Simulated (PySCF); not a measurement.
PySCF 2.14 output of an unrestricted r2SCAN calculation on a single atom or ion in dyall-acv3z, with scalar relativity by spin-free X2C-1e:

```
SCF conv_tol = 1e-09
number electrons alpha = 9  beta = 9
    J. W. Furness, A. D. Kaplan, J. Ning, J. P. Perdew, and J. Sun.,  J. Phys. Chem. Lett. 11, 8208-8215 (2020)
    J. W. Furness, A. D. Kaplan, J. Ning, J. P. Perdew, and J. Sun.,  J. Phys. Chem. Lett. 11, 9248-9248 (2020)
    J. W. Furness, A. D. Kaplan, J. Ning, J. P. Perdew, and J. Sun.,  J. Phys. Chem. Lett. 11, 8208-8215 (2020)
    J. W. Furness, A. D. Kaplan, J. Ning, J. P. Perdew, and J. Sun.,  J. Phys. Chem. Lett. 11, 9248-9248 (2020)
cycle= 1 E= -461.684899264282  delta_E= -0.00609  |g|= 0.0132  |ddm|= 0.0903
cycle= 2 E= -461.684854906574  delta_E= 4.44e-05  |g|= 0.0145  |ddm|= 0.0194
cycle= 3 E= -461.684951458247  delta_E= -9.66e-05  |g|= 0.00193  |ddm|= 0.0119
cycle= 4 E= -461.684953036482  delta_E= -1.58e-06  |g|= 9.18e-05  |ddm|= 0.00128
cycle= 5 E= -461.684953041786  delta_E= -5.3e-09  |g|= 9.49e-06  |ddm|= 9.31e-05
cycle= 6 E= -461.684953041837  delta_E= -5.09e-11  |g|= 2.39e-07  |ddm|= 8.92e-06
converged SCF energy = -461.684953041837  <S^2> = -7.1054274e-15  2S+1 = 1
```

The run itself started from symmetry-adapted Hartree-Fock orbitals and held the occupation by maximum overlap, on a logarithmic radial grid, so the iterations belong to that start.

Which element, charge and spin multiplicity is this?

Cl- (chlorine, charge -1), multiplicity 1; the state was [Ar], closed-shell 1S.

At r2SCAN the highest occupied level has a positive energy, so only the finite basis holds that electron; in a semilocal or global hybrid functional this comes from self-interaction and does not mean that the real anion is unbound.
